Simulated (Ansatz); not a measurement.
The first iterations of a band of C2H7AlBF (12 atoms, charge 0, multiplicity 1).

Method: RKS PBE0/def2-SVP in Ansatz.

```json
{"movable images": "7", "climbing image": "yes", "spring": "5.0 eV/Å²", "optimiser": "quadratic models (default)", "start path": "IDPP", "force threshold": "0.03 eV/Å", "iteration limit": "60", "end points": "relaxed"}
```

Initial state:

```xyz
12
Properties=species:S:1:pos:R:3
C -0.568 0.043 1.467
C 0.806 -0.072 0.821
B 0.938 -0.284 -0.716
Al -0.636 0.002 -2.129
F -0.955 1.560 -2.664
H -0.516 0.355 2.522
H -1.101 -0.921 1.441
H -1.199 0.781 0.942
H 1.471 -0.752 1.384
H 1.347 0.906 0.886
H 2.052 -0.567 -1.119
H -1.562 -1.106 -2.800
```

Final state:

```xyz
12
Properties=species:S:1:pos:R:3
C -0.289 -0.094 1.616
C 0.883 -0.291 0.628
B 0.165 -0.655 -0.718
Al -0.369 0.727 -2.249
F -1.713 1.702 -2.007
H -0.973 0.709 1.296
H 0.089 0.181 2.612
H -0.886 -1.011 1.731
H 1.524 -1.108 0.999
H 1.487 0.629 0.601
H -0.197 -1.813 -0.827
H 0.356 0.969 -3.647
```

| iteration | highest image above the first end (eV) | largest band force component (eV/Å) |
| --- | --- | --- |
| 1 | 0.456 | 1.179 |
| 2 | 0.324 | 0.507 |
| 3 | 0.294 | 0.443 |
| 4 | 0.288 | 0.610 |
| 5 | 0.270 | 0.352 |
| 6 | 0.250 | 0.285 |
| 7 | 0.229 | 0.301 |
| 8 | 0.208 | 0.278 |
| 9 | 0.193 | 0.456 |
| 10 | 0.185 | 0.272 |
| 11 | 0.177 | 0.271 |
| 12 | 0.168 | 0.265 |
| 13 | 0.155 | 0.253 |
| 14 | 0.153 | 2.623 |
| 15 | 0.183 | 0.541 |

Q: Does the band converge within its limit, and where does its top end?

A: The forces met the threshold. It ended after 46 iterations with the highest image 0.116 eV above the first end. The profile has 3 maxima (images 1, 3, 5) with wells between them (images 2, 4): this band takes more than one step, which may be the mechanism or a detour left from its start path. A vibrational analysis at the climbing image gives one clearly imaginary mode, 127i cm⁻¹: a first-order saddle point.

Run time: 11 min on 2 threads of Intel(R) Xeon(R) Platinum 8488C (Sapphire Rapids) (shared host), peak memory 0.28 GiB.
